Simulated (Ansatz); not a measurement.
`[SiH3][CH2][SbH2]` + ethanol → `CCO[SiH3]` + `[CH3][SbH2]` at 600 K and 1 bar (ligand exchange at the Si–C bond).

Computed with Ansatz on PBE0-D4/def2-TZVP structures; ΔE is electronic, products minus reactants. CCSD(T)/CBS adds triple-zeta CCSD(T) − MP2 to the extrapolated MP2 energy (def2 sets, frozen cores). def2 core potentials past Kr. For Sb outer-core shells are correlated without core-valence functions, which leaves a few kJ/mol of doubt a bond. Each species was taken in one conformer, which may not be the lowest.

```
            species  CCSD(T)/CBS energy (Eh)  H − E (kJ/mol)  S (J/(mol·K))
`[SiH3][CH2][SbH2]`               -571.33795           228.5          431.8
              `CCO`               -154.88256           250.6          328.9
        `CCO[SiH3]`               -445.19614           309.5          418.6
      `[CH3][SbH2]`               -281.05548           168.8          339.9
```

H − E and S are ideal-gas, rigid-rotor, harmonic terms from PBE0-D4/def2-TZVP, for one conformer and one mirror image of each species. 1 Eh = 2625.50 kJ/mol, R = 8.31446 J/(mol·K).

By hand: ΔE, ΔH, ΔS and ΔG.

ΔE = (-445.19614) + (-281.05548) − (-571.33795) − (-154.88256) = -0.03111 Eh = -81.7 kJ/mol. Δ(H − E) = 309.5 + 168.8 − 228.5 − 250.6 = -0.8, so ΔH = -82.5 kJ/mol. ΔS = 418.6 + 339.9 − 431.8 − 328.9 = -2.2 J/(mol·K). ΔG = -82.5 − 600 × (-2.2)/1000 = -81.2 kJ/mol.

By hand: the equilibrium constant, and the temperature at which ΔG would vanish if ΔH and ΔS stayed fixed.

log₁₀ K = −ΔG/(RT ln 10) = 7.1. ΔG = 0 at ΔH/ΔS = 37500 K, far beyond where these terms or the molecules hold.

The number of gas molecules stays the same, so ΔS is small and ΔH decides. A doubt of 5 kJ/mol in ΔE shifts log₁₀ K by 0.4 here. Other conformers and mirror images would add mixing entropy, several J/(mol·K) or more a flexible species. Modes under 60 cm⁻¹, often nearly free rotors, make the harmonic entropy too high. These are equilibria of isolated gas molecules and say nothing of rates. Largest T1 diagnostic: 0.013 (customary marks: 0.02 for closed shells, 0.045 for open ones).
